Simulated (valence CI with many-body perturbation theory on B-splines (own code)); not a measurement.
## Re LV: calculated level list

Calculated by relativistic CI+MBPT: three valence electrons over a frozen Dirac-Fock core [Ar], radial functions for each j: 7 s, 7 p, 8 d, 6 f, 4 g, 1 h, with the one-electron correlation potential Σ1 (screened to all orders), the two-electron term Σ2, the three-electron term Σ3, Breit, model QED; selected single and double excitations, second order for the rest, scaled by the run's own slope (own B-spline code, finite nucleus).

The last digits are not significant, and no measured levels were compared; by estimate large intervals hold to a few tenths of a per cent, small ones and those within an open d or f shell to about a per cent. Excitations out of the core, of the other parity, are not computed and may begin above about 236 eV (a cautious bound); beyond it only levels of the ground parity were kept, without lifetimes. Only levels of the ground parity were solved; by the run's estimate the other parity begins above the list, which can be wrong where configurations are misplaced.

Levels 1 to 19 of 19, with energies above the lowest level, (3d3/2^3) J=3/2. "Leading %" is the weight of the configuration and term that name the level; weights of strongly mixed levels are sums over their largest components and can fall short. In the jj column 3d3/2^4 stands for four electrons in 3d with j = 3/2.

| No. | Configuration | Term | J | E (cm⁻¹) | Leading % | Leading jj | g |
| --- | --- | --- | --- | --- | --- | --- | --- |
| 1 | 3d3 | 4F | 3/2 | 0 | 43 | 3d3/2^3 (99 %) | 0.723 |
| 2 | 3d3 | 4F | 5/2 | 567230 | 81 | 3d3/2^2 3d5/2 (99 %) | 1.052 |
| 3 | 3d3 | 4P | 3/2 | 618750 | 38 | 3d3/2^2 3d5/2 (99 %) | 1.164 |
| 4 | 3d3 | 2H | 9/2 | 648480 | 47 | 3d3/2^2 3d5/2 (99 %) | 1.030 |
| 5 | 3d3 | 2G | 7/2 | 650110 | 50 | 3d3/2^2 3d5/2 (98 %) | 1.033 |
| 6 | 3d3 | 4P | 1/2 | 662860 | 57 | 3d3/2^2 3d5/2 (100 %) | 1.798 |
| 7 | 3d3 | 2D | 5/2 | 856290 | 45 | 3d3/2^2 3d5/2 (97 %) | 1.231 |
| 8 | 3d3 | 4F | 7/2 | 1205600 | 67 | 3d3/2 3d5/2^2 (99 %) | 1.117 |
| 9 | 3d3 | 4F | 9/2 | 1243500 | 50 | 3d3/2 3d5/2^2 (98 %) | 1.128 |
| 10 | 3d3 | 4P | 3/2 | 1286900 | 40 | 3d3/2 3d5/2^2 (100 %) | 1.103 |
| 11 | 3d3 | 2P | 1/2 | 1311100 | 57 | 3d3/2 3d5/2^2 (100 %) | 1.516 |
| 12 | 3d3 | 2H | 11/2 | 1321200 | 100 | 3d3/2 3d5/2^2 (100 %) | 1.079 |
| 13 | 3d3 | 2D | 5/2 | 1323300 | 40 | 3d3/2 3d5/2^2 (96 %) | 1.292 |
| 14 | 3d3 | 2F | 5/2 | 1396700 | 44 | 3d3/2 3d5/2^2 (98 %) | 1.090 |
| 15 | 3d3 | 2F | 7/2 | 1399300 | 78 | 3d3/2 3d5/2^2 (99 %) | 1.083 |
| 16 | 3d3 | 2D | 3/2 | 1566300 | 79 | 3d3/2 3d5/2^2 (97 %) | 0.879 |
| 17 | 3d3 | 2G | 9/2 | 1881900 | 49 | 3d5/2^3 (99 %) | 1.159 |
| 18 | 3d3 | 2D | 3/2 | 1997500 | 42 | 3d5/2^3 (97 %) | 1.135 |
| 19 | 3d3 | 2D | 5/2 | 2081000 | 59 | 3d5/2^3 (98 %) | 1.162 |

The ionisation energy to 3d2 3F_2 of the next ion comes out as 5237.6 eV (NIST: 5236 ± 5 eV (theoretical)). All 19 levels together are meant to be complete up to 1904700 cm⁻¹.
